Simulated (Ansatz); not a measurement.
**Ligand exchange: GeH3(CH3) + C2H5FMg → GeH3F + C3H8Mg**

Species: GeH3(CH3) (methyl germane), singlet; C2H5FMg `C[CH2][Mg][F]`, singlet; GeH3F (fluorogermane) `[F][GeH3]`, singlet; C3H8Mg `C[CH2][Mg][CH3]`, singlet. The partners trade CH3 for F: Ge–CH3 and Mg–F bonds give way to Ge–F and Mg–CH3.

Shapes, held fixed at every level: PBE0-D4/def2-TZVP. Programs: Ansatz 0.2.0. Electronic energies: no zero-point or thermal term.

```csv
level,kind,ΔE (kJ/mol),less CCSD(T)/def2-TZVPP
HF/def2-TZVPP,Hartree–Fock,+126.8,-7.1
SPW92/def2-TZVPP,LDA,+133.9,0.0
B3LYP-D4/def2-TZVPP,global hybrid,+134.4,+0.5
BHLYP-D4/def2-TZVPP,global hybrid,+134.8,+0.9
B2PLYP/def2-TZVPP,double hybrid,+134.6,+0.7
MP2/def2-TZVPP,perturbation theory,+139.5,+5.6
CCSD/def2-SVP,coupled cluster or CI,+149.0,+15.1
CCSD(T)/def2-TZVPP,coupled cluster or CI,+133.9,0.0
```

The highest level, CCSD(T)/def2-TZVPP, gives ΔE = +133.9 kJ/mol; the levels span +126.8 to +149.0. The column of differences is taken from that level and isn't an error. No measured value is set beside it here. Relativity is left out for Ge unless named. Correlated rows may include outer-core shells of Ge, Mg, which these sets cover unevenly.
